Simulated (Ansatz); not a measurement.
`[AlH2][S][SiH3]` + `C=C(O)Cl` → `C=C(Cl)O[SiH3]` + `[AlH2][SH]`  (ligand exchange at the Si–S bond)

Program: Ansatz. Geometries: PBE0-D4/def2-TZVP. ΔE: electronic, gas phase. CBS: MP2 limit from def2 TZ/QZ plus the TZ coupled-cluster correction, frozen cores. This one scheme is used for every species. DFT in def2-TZVPP. B3LYP here is the variant with VWN-RPA as its local correlation; programs differ in this. One conformer a species, not always the lowest.

`[AlH2][S][SiH3]`:

```xyz
8

Al    1.610   -0.378    0.832
S     0.887    0.878   -0.795
Si   -1.187    0.355   -0.703
H     0.564   -1.275    1.609
H     3.154   -0.324    1.153
H    -1.869    1.133   -1.766
H    -1.772    0.706    0.616
H    -1.388   -1.095   -0.947
```

`C=C(O)Cl`:

Cartesian coordinates in Å:
```
C 0.264 0.201 -0.851
C -0.268 0.182 0.364
O -0.132 -0.773 1.299
Cl -1.264 1.451 0.953
H 0.084 1.027 -1.520
H 0.888 -0.618 -1.189
H 0.429 -1.471 0.944
```

`C=C(Cl)O[SiH3]`:

Cartesian coordinates in Å:
```
C 0.782 -1.868 -0.696
C 0.193 -0.692 -0.550
Cl -0.652 0.061 -1.877
O 0.187 0.007 0.583
Si -0.506 1.489 0.910
H 0.753 -2.388 -1.640
H 1.297 -2.307 0.148
H -0.158 1.710 2.330
H -1.976 1.437 0.734
H 0.081 2.549 0.058
```

`[AlH2][SH]`:

Z-matrix (Å, degrees):
```
Al
S 1 2.181
H 1 1.579 2 116.5
H 1 1.581 2 118.9 3 -180.0
H 2 1.344 1 93.7 3 180.0
```

(1) Is it downhill or uphill in electronic energy at CCSD(T)/CBS, and by how much? (Best estimate.)

(2) What do these levels give: PBE-D4, B3LYP-D4, B2PLYP, PBE, r2SCAN, PBE0, HF/def2-TZVPP, SCS-MP2/def2-TZVPP, CCSD/def2-TZVPP, CCSD(T)/def2-TZVPP, SCS-MP2/def2-QZVPP, HF/CBS(def2)? (Estimate.)

Largest T1 diagnostic among the species: 0.012.

## Answers

(1) Computed: Downhill: ΔE = -26.7 kJ/mol.

(2) The calculation gave: PBE-D4 -16.2, B3LYP-D4 -31.9, B2PLYP -31.0, PBE -15.8, r2SCAN -23.2, PBE0 -16.3, HF/def2-TZVPP -36.8, SCS-MP2/def2-TZVPP -31.6, CCSD/def2-TZVPP -30.7, CCSD(T)/def2-TZVPP -29.2, SCS-MP2/def2-QZVPP -30.4, HF/CBS(def2) -38.3 kJ/mol.

In def2-TZVPP, CCSD(T) changes the Hartree–Fock value by +7.7 kJ/mol (the triples alone add +1.5 kJ/mol) and MP2 by +9.8 kJ/mol.
